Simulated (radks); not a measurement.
Values are calculated unless marked as measured or tabulated.
Spherical quantum dot in the effective-mass picture: electrons in a parabolic well V = omega^2 r^2 / 2 with omega = 0.0505, with a point charge +1 (a donor) at the centre, all in effective atomic units (hartree* = m*/eps^2 hartree, bohr* = eps/m* bohr), one dielectric constant everywhere. Level of theory: non-relativistic Kohn-Sham, PBEsol, spin-polarised, spherical densities (a radial shooting solver with Libxc functionals). Levels are named by radial order and angular momentum (1s, 1p, 1d, 2s, ...), and open shells are averaged over m. Each electron was tried in the lowest free levels, single moves between levels near the top were tried too, and the lowest total energy was kept; such a search can miss a lower state. At N = 1 the Hartree and exchange-correlation terms need not cancel, so that row can carry a self-interaction error.

N	open shells	2S	E (hartree*)	addition energy mu(N+1) - mu(N) (hartree*)	e(HOMO) (hartree*)	rms radius (bohr*)
1	1s(up 1, down 0)	1	-0.484593	0.4790	-0.26498	1.783
2	none	0	-0.490183	0.2521	0.10151	2.847
3	2s(up 1, down 0)	1	-0.243669	0.08635	0.28443	5.579
4	1p(up 1, down 0) 2s(up 1, down 0)	2	0.0891994	0.08337	0.37516	6.860
5	1p(up 2, down 0) 2s(up 1, down 0)	3	0.505434	0.07938	0.45661	7.803
6	1p(up 3, down 0) 2s(up 1, down 0)	4	1.00105	0.09256	0.53397	8.574
7	1p(up 3, down 0)	3	1.58923	0.06812	0.62087	9.291
8	1p(up 3, down 1)	2	2.24553	0.06568	0.68928	9.892
9	1p(up 3, down 2)	1	2.96751	0.06446	0.75446	10.43
10	none	0	3.75395	0.07815	0.81816	10.91
11	1d(up 1, down 0)	1	4.61854	0.05958	0.89457	11.39
12	1d(up 2, down 0)	2	5.54271	0.05842	0.95358	11.82
13	1d(up 3, down 0)	3	6.52530	0.05725	1.0114	12.22
14	1d(up 4, down 0)	4	7.56515	0.05612	1.0681	12.60
15	1d(up 5, down 0)	5	8.66112	0.06437	1.1237	12.95
16	1d(up 5, down 1)	4	9.82145	0.05270	1.1868	13.30
17	1d(up 5, down 2)	3	11.0345	0.05205	1.2392	13.62
18	1d(up 5, down 3)	2	12.2996	0.05134	1.2909	13.93
19	1d(up 5, down 4)	1	13.6160	0.05062	1.3419	14.22
20	none	0	14.9831	0.06342	1.3921	14.50
21	1f(up 1, down 0)	1	16.4135	0.04832	1.4547	14.78
22	1f(up 2, down 0)	2	17.8923	0.04775	1.5028	15.05
23	1f(up 3, down 0)	3	19.4189	0.04719	1.5502	15.31
24	1f(up 4, down 0)	4	20.9926	0.04663	1.5971	15.57
25	1f(up 5, down 0)	5	22.6130	0.04609	1.6435	15.81
26	1f(up 6, down 0)	6	24.2794	0.04556	1.6893	16.04
27	1f(up 7, down 0)	7	25.9914	0.05369	1.7346	16.27
28	1f(up 7, down 1)	6	27.7571	0.04392	1.7877	16.49
29	1f(up 7, down 2)	5	29.5668	0.04355	1.8315	16.71
30	1f(up 7, down 3)	4	31.4199	0.04318	1.8748	16.92
31	1f(up 7, down 4)	3	33.3163	0.04279	1.9178	17.13
32	1f(up 7, down 5)	2	35.2554	0.04241	1.9604	17.33
33	1f(up 7, down 6)	1	37.2370	-	2.0026	17.52

All shells are closed at N = 2, 10, 20 (there: 1s2 1p6 1d10 2s2); the second difference of the energy has clear peaks (12 % above both neighbours; the first and last values, which can be the largest, are not judged, and half-filled shells can peak too) at N = 6, 10, 15, 20, 27.
